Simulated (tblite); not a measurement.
Input of a run (GFN2-xTB geometry optimisation, gas phase (tblite 0.8.0)), started from a force field or distance geometry:
```
{"job": {"kind": "relax", "xc": "GFN2-xTB", "basis": "xTB"}, "charge": 0, "multiplicity": 1}
C      2.132500    -1.145600     0.606200
C      1.415100    -0.198800     1.244300
C      0.363400     0.611200     0.675200
C      0.243600     1.877000     1.140000
N     -0.505400     0.077000    -0.295900
Si    -1.337300    -1.427500    -0.236400
Si    -1.030000     0.836400    -1.755300
H      1.956900    -1.370400    -0.433900
H      2.919400    -1.688800     1.115600
H      1.682200     0.011800     2.292100
H      0.916600     2.258000     1.902000
H     -0.532700     2.544700     0.808200
H     -2.797300    -1.240500    -0.429200
H     -0.767400    -2.347500    -1.258000
H     -1.149800    -2.020900     1.110800
H     -0.207000     2.042400    -1.980000
H     -0.866800    -0.069700    -2.914000
H     -2.444800     1.257600    -1.603400
```

Output (eV, eV/Å):
```
step      E/eV     max force
  0    -558.92137    1.837
  1    -559.00100    1.103
  2    -559.03381    0.429
  3    -559.05037    0.385
  4    -559.07946    0.539
  5    -559.10380    0.515
  6    -559.11849    0.273
  7    -559.12667    0.226
  8    -559.13358    0.258
  9    -559.14163    0.208
 10    -559.15058    0.248
 11    -559.16188    0.309
 12    -559.17581    0.447
 13    -559.18997    0.386
 14    -559.20037    0.208
 15    -559.20660    0.167
 16    -559.21110    0.195
 17    -559.21503    0.189
 18    -559.21812    0.133
 19    -559.22024    0.093
 20    -559.22177    0.097
 21    -559.22319    0.098
 22    -559.22477    0.112
 23    -559.22665    0.115
 24    -559.22859    0.106
 25    -559.23010    0.097
 26    -559.23100    0.077
 27    -559.23163    0.069
 28    -559.23230    0.075
 29    -559.23300    0.091
 30    -559.23362    0.079
 31    -559.23419    0.089
 32    -559.23490    0.078
 33    -559.23587    0.117
 34    -559.23695    0.117
 35    -559.23781    0.061
 36    -559.23838    0.053
 37    -559.23893    0.066
 38    -559.23973    0.104
 39    -559.24070    0.096
 40    -559.24158    0.091
 41    -559.24230    0.084
 42    -559.24305    0.097
 43    -559.24388    0.116
 44    -559.24466    0.089
 45    -559.24525    0.053
 46    -559.24571    0.060
 47    -559.24620    0.075
 48    -559.24672    0.073
 49    -559.24717    0.063
 50    -559.24753    0.065
 51    -559.24788    0.069
 52    -559.24825    0.059
 53    -559.24859    0.044
 54    -559.24886    0.050
 55    -559.24913    0.065
 56    -559.24947    0.070
 57    -559.24986    0.061
 58    -559.25023    0.050
 59    -559.25053    0.043
 60    -559.25082    0.057
 61    -559.25113    0.056
 62    -559.25143    0.048
 63    -559.25165    0.048
 64    -559.25179    0.031
 65    -559.25187    0.026
 66    -559.25194    0.021
 67    -559.25202    0.022
 68    -559.25209    0.018
 69    -559.25215    0.019
 70    -559.25221    0.020
 71    -559.25228    0.020
 72    -559.25236    0.016
 73    -559.25242    0.014
 74    -559.25246    0.011
 75    -559.25249    0.011
 76    -559.25251    0.009
```

Question: Summarise the run.

Answer: The energy falls by 7.6 kcal/mol over 76 L-BFGS steps, the largest force on an atom goes from 1.84 to 0.009 eV/Å, and the atoms move by 0.273 Å rms after alignment. The bond that changes most is Si6–H15 (SiH3 silicon to Si–H hydrogen), which shortens by 0.025 Å. Bonds longer at the end by more than 0.005 Å: 3 of 17; shorter: 11. Among the angles that change most is Si6–N5–Si7, from 105.5° to 121.2°. Among the dihedrals that turn most is C3–N5–Si7–H17, from 131° to 150°. The energy never rose by more than 1e-5 eV on the way. The first step brought 24 % of the lowering.

Question: What are the final bond lengths?

Answer: C1=C2 1.326 Å, C2–C3 1.461 Å, C3=C4 1.336 Å, C3–N5 1.404 Å, N5–Si6 1.743 Å, N5–Si7 1.741 Å, C1–H8 1.077 Å, C1–H9 1.077 Å, C2–H10 1.082 Å, C4–H11 1.076 Å, C4–H12 1.075 Å, Si6–H13 1.465 Å, Si6–H14 1.465 Å, Si6–H15 1.459 Å, Si7–H16 1.460 Å, Si7–H17 1.462 Å, Si7–H18 1.469 Å. Numbering counts from 1 in the input's order; the species is `C=CC(=C)N([SiH3])[SiH3]`.

Hardware: an Intel Xeon at 2.70 GHz with one thread, no GPU, shared host with 64 logical CPUs at a one-minute load of 59. Cost: 0.88 s wall.

Its GFN2-xTB frequencies are all real (lowest 50 cm⁻¹). One conformer, not necessarily the lowest. 2 starts were optimised and ended at 0.00 and 0.26 kcal/mol (GFN2-xTB); the lowest of these is shown.

These are computed values.
